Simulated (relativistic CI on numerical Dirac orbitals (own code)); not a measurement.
B2+: what numerical and physical settings do to a radial Dirac CI calculation

Reference input:

```
atom B  Z=5  charge=2  electrons=3
nucleus A=11  rms_radius_fm=2.4060
hamiltonian dirac-coulomb  breit=on  qed=on  c_scale=1
orbitals kli  potential=per-configuration
slater_scale 1
correlation none
mixing on
grid step=0.0125 r_max=34.3
scf mixing=0.4 start=green max_iterations=150 tolerance=2e-08 node_fill=0.05
configurations
  [He] 2s
  [He] 2p
  [He] 3s
  [He] 3p
  [He] 3d
end
```

Computed lowest total energy -23.38049 Ha, first excitation 48876.7 cm⁻¹, 43 SCF steps. Runs with settings changed; * marks those that are bad on purpose:

| Changed | Outcome | Lowest level | ΔE (Ha) | First excitation (cm⁻¹) | SCF steps | Message |
| --- | --- | --- | --- | --- | --- | --- |
| iteration limit 30 | converged | 2s 2S_1/2 | 0 | 48876.7 | 43 |  |
| iteration limit 20 | converged | 2s 2S_1/2 | 0 | 48876.7 | 43 |  |
| grid step 0.008 | converged | 2s 2S_1/2 | -6.28e-07 | 48876.8 | 43 |  |
| nuclear radius 3.1278 fm | converged | 2s 2S_1/2 | -2.37e-07 | 48876.7 | 43 |  |
| charge 4 * | refused |  |  |  | 0 | configuration [He] 2s has 3 electrons, the ion has 1 |
| node fill of the KLI weights 5 * | converged | 2s 2S_1/2 | 0.0148 | 45698.0 | 48 |  |

With so few configurations and no correlation, terms lie too far apart (by 10 to 50 % near neutrality), their order can be wrong, and levels of other configurations are missing.
